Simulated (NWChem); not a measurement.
System: C₂H₄BNO₂; SMILES B(O)(C)N=C=O

NWChem input:

```
start job
memory heap 200 mb stack 900 mb global 1100 mb
geometry units angstroms noautoz
  B     -0.169191     0.956216    -0.004544
  C      1.062172     1.938109     0.001245
  H      1.734934     1.708572    -0.840935
  H      1.657915     1.782426     0.916093
  H      0.792960     3.003876    -0.053233
  N      0.050688    -0.459556     0.001280
  C      0.160494    -1.647823     0.005939
  O      0.287987    -2.810051     0.010516
  O     -1.464615     1.357033    -0.009869
  H     -1.551813     2.314835    -0.013660
end
basis spherical
  * library def2-svp
end
dft
  xc slater pw91lda
  iterations 150
  mulliken
end
task dft energy
```

The geometry was optimised at PBE0/def2-SVP.

What results follow from this input? (LDA (Slater exchange, PW92)/def2-SVP.) Quantities: energy (Ha); highest occupied level (eV); orbital gap (eV); dipole (D).


```json
{
 "energy (Ha)": "-306.05",
 "highest occupied level (eV)": "-6.98",
 "orbital gap (eV)": "5.63",
 "dipole (D)": "3.53"
}
```
